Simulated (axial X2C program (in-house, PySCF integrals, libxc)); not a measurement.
**BeF: from Re and ωe to a spectrum**

A bond curve at the CCSD(T) level, with spin–orbit coupling, was computed with an axial X2C code built on PySCF integrals (basis F dyall-av3z [7s6p3d2f], Be dyall-cv3z [8s8p3d1f] (cores contracted in-house)) for the state Ω = 1/2 (⟨Sz⟩ = 0.50, ⟨Lz⟩ = 0.00 at HF). Its fit gives Re = 1.3719 Å, ωe = 1242.4 cm⁻¹, ωexe = 9.14 cm⁻¹ and αe = 1.768e-02 cm⁻¹; the masses are 18.9984 and 9.0122 u. Two-component means X2C with spin–orbit coupling and atomic mean-field Coulomb and Gaunt terms.

Correlated methods: 9 electrons correlated (number of frozen shells: F 1 s; Be 1 s), 175 virtual spin orbitals or spinors in MP2, 90 natural virtuals in coupled cluster.

Problem. Find the reduced mass, Be and the force constant.

Solution. From the CCSD(T) values: μ = 6.1126 u. Be = 16.8576/(μ Re²) = 1.465 cm⁻¹. k = 5.8918×10⁻⁷ μ ωe² = 5.56 mdyn/Å.

Problem. A Morse curve ties αe to the other constants (Pekeris). How well does that hold?

Solution. αe(Morse) = 6Be²/ωe × (√(ωexe/Be) − 1) = 1.553e-02 cm⁻¹; the CCSD(T) curve gives 1.768e-02 cm⁻¹, a ratio of 0.88.

Problem. Where do the fundamental and the first overtone lie?

Solution. ν(1←0) = ωe − 2ωexe = 1224.1 cm⁻¹; ν(2←0) = 2ωe − 6ωexe = 2430.0 cm⁻¹.

Problem. Estimate De from a Morse curve and compare with the computed well depth of 5.739 eV to F + Be.

Solution. De(Morse) = ωe²/(4ωexe) = 5.235 eV against 5.739 eV computed, a ratio of 0.91. For De the Morse form works well here.

Problem. Estimate the centrifugal constant by the Kratzer relation.

Solution. D = 4Be³/ωe² = 8.15e-06 cm⁻¹.

The state is a single determinant with fixed occupations, the lowest that a limited PBE0 search found. De is counted from the lowest determinant-based energies of the atoms at the same level, without counterpoise correction. CCSD and (T) use frozen natural virtuals with an MP2 correction for the truncation; (T) itself is uncorrected, so its De runs slightly low.
